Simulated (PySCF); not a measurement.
AlBr₂F.

```xyz
4

Al     0.0000     0.0000    -0.6574
F      0.0000     0.0000    -2.3129
Br     0.0000     1.9555     0.4195
Br     0.0000    -1.9555     0.4195
```

Geometry optimised at B3LYP-D3(BJ)/def2-SVP. The structure was generated by enumeration; whether it is a known compound was not checked.

Level of theory: KT2/pcSseg-1 run with PySCF. Non-relativistic, no solvent.

Computed absolute GIAO shielding of each atom: isotropic value and principal components (ppm):
| atom | σ(iso) | σ11 | σ22 | σ33 | span |
|---|---|---|---|---|---|
| Al1 | 428.2 | 368.0 | 418.0 | 498.6 | 130.5 |
| F2 | 270.3 | 183.9 | 241.4 | 385.5 | 201.6 |
| Br3 | 2601.4 | 2389.1 | 2424.6 | 2990.4 | 601.4 |
| Br4 | 2601.4 | 2389.1 | 2424.6 | 2990.4 | 601.4 |
